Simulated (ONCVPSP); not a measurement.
## Logarithmic derivatives: Tl (Z = 81), ONCV

* Element: thallium (Tl)
* Generator: ONCVPSP 4.0.1
* Type: optimised norm-conserving Vanderbilt (ONCV)
* Functional: LDA (Perdew-Wang 92)
* Relativity: non-relativistic
* Frozen core: [Xe] 4f14
* Valence charge: 13
* Reference configuration: 5d10 6s2 6p1
* Partial waves: 6s: rc 2.05 bohr, ncon 4, nbas 9, qcut 2.7 1/bohr, 2 projectors, debl 1.3 Ha; 6p: rc 3.10 bohr, ncon 3, nbas 7, qcut 2.9 1/bohr, 2 projectors, debl 1.5 Ha; 5d: rc 1.20 bohr, ncon 4, nbas 7, qcut 8.2 1/bohr, local; f scattering state at 0.14 Ha: rc 2.40 bohr, ncon 4, nbas 9, qcut 4.3 1/bohr, 3 projectors, debl 1.8 Ha
* Local potential: the d channel
* Core correction: none

The phase is arctan(r·R′/R) of the radial function R(r), unwrapped; energies in Ha, scanned from -2 to 5 Ha. A pole is an energy at which the radial function vanishes at the test radius. The pseudo phase is shifted by a multiple of π to meet the all-electron one at the reference energy, and phase errors are pseudo minus all-electron; the curves can meet again beyond the range given. Levels narrower than the energy grid can be missing from the lists of poles.

| channel | radius (bohr) | reference energy (Ha) | poles, all-electron | poles, pseudo | unbroken range about the reference energy with phases within 0.05 rad | phase error 1 Ha above the reference energy (rad) |
| --- | --- | --- | --- | --- | --- | --- |
| s | 2.08 | -0.29 | 2.44 | -1.29, 2.41 | -1.2 to 3.6 | -0.000 |
| p | 3.15 | -0.10 | 0.59, 3.59 | 0.58, 0.86, 3.50 | below 0.8 | -3.130 |
| d | 1.22 | -0.67 | 3.92 | 3.69 | the whole range | -0.001 |
| f | 2.44 | 0.14 | 1.71 | 1.71 | the whole range | -0.000 |

Note: ghosts flagged at negative energy: s at -35.0 eV; GHOST(+) flagged for p at 22.8 eV. A true bound ghost makes a file unfit for plane-wave use.

Phases in the f channel:

| E (Ha) | all-electron | pseudo |
| --- | --- | --- |
| -1.98 | 1.344 | 1.344 |
| -1.62 | 1.321 | 1.321 |
| -1.26 | 1.291 | 1.291 |
| -0.90 | 1.247 | 1.247 |
| -0.54 | 1.179 | 1.179 |
| -0.18 | 1.056 | 1.056 |
| 0.18 | 0.771 | 0.771 |
| 0.54 | -0.089 | -0.089 |
| 0.90 | -1.046 | -1.046 |
| 1.26 | -1.383 | -1.383 |
| 1.62 | -1.542 | -1.542 |
| 1.98 | -1.661 | -1.661 |
| 2.34 | -1.805 | -1.805 |
| 2.70 | -2.131 | -2.131 |
| 3.06 | -3.406 | -3.407 |
| 3.42 | -4.264 | -4.264 |
| 3.78 | -4.478 | -4.478 |
| 4.14 | -4.572 | -4.572 |
| 4.50 | -4.628 | -4.629 |
| 4.86 | -4.669 | -4.669 |
